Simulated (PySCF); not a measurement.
## Complete the spectrum of C2H11ClOSi3

Compound: C2H11ClOSi3.
SMILES with atom numbers: `[SiH3:1][O:2][CH2:3][C:4]([SiH3:5])([SiH3:6])[Cl:7]` (hydrogens: H8, H9, H10 on Si1; H11, H12 on C3; H13, H14, H15 on Si5; H16, H17, H18 on Si6)

Cartesian coordinates in Å at the GFN2-xTB level; atoms count from 1:
```
atom  x, y, z in Å
Si1    2.822    0.202    0.148
O2     1.209    0.026    0.115
C3     0.276    0.754   -0.621
C4    -1.091    0.193   -0.293
Si5   -1.518    0.497    1.546
Si6   -1.237   -1.615   -0.896
Cl7   -2.290    1.137   -1.246
H8     3.199    1.543    0.606
H9     3.141   -0.853    1.095
H10    3.405    0.001   -1.182
H11    0.341    1.820   -0.359
H12    0.493    0.667   -1.695
H13   -0.604   -0.261    2.394
H14   -2.900    0.061    1.731
H15   -1.398    1.935    1.791
H16   -0.312   -2.458   -0.145
H17   -2.624   -2.018   -0.675
H18   -0.922   -1.627   -2.326
```

Computed, not measured: PySCF 2.14.0, density-fitted response routines, TDDFT PBE0/def2-SVPD, vertical, gas phase, core orbitals frozen in the response.

Orbital energies (eV): HOMO-3 -9.32, HOMO-2 -8.56, HOMO-1 -8.49, HOMO -7.83, LUMO -0.34, LUMO+1 0.13, LUMO+2 0.38.

Lowest singlets, with some entries withheld (?).

```
state  λ (nm)  f  main configurations (H = HOMO, L = LUMO)
   S1   201.1  ?                    H→L (78%), H→L+1 (14%)
   S2   183.4  ?        H-2→L (48%), H→L+1 (35%), H→L (9%)
   S3   181.7  ?                H-1→L (78%), H-1→L+1 (14%)
   S4   177.5  ?     H→L+2 (34%), H-2→L (34%), H→L+1 (15%)
   S5   176.5  ?     H→L+2 (53%), H→L+1 (30%), H-2→L (11%)
   S6   169.2  ?                               H→L+3 (87%)
   S7   165.9  ?   H-1→L+1 (53%), H-3→L (26%), H-1→L (13%)
   S8   163.9  ?                             H-2→L+1 (86%)
```

(1) Supply the missing values.

(2) What is the mean static polarisability from the same response equations?

(3) How far apart are S4 and S6, in eV and cm⁻¹?

(4) Which level carries the most intensity, and what share of the listed sum of f?

Answers

(1) 
- S1: f = 0.0054
- S2: f = 0.0044
- S3: f = 0.0053
- S4: f = 0.0016
- S5: f = 0.017
- S6: f = 0.091
- S7: f = 0.024
- S8: f = 0.0000

(2) 121.0 au (17.93 Å³), with principal values 114.2, 119.0 and 129.8 au.

(3) 7.329 − 6.984 = 0.345 eV, or about 2780 cm⁻¹.

(4) S6, with f = 0.091 of 0.149, 61%.

One conformer stands for the species.
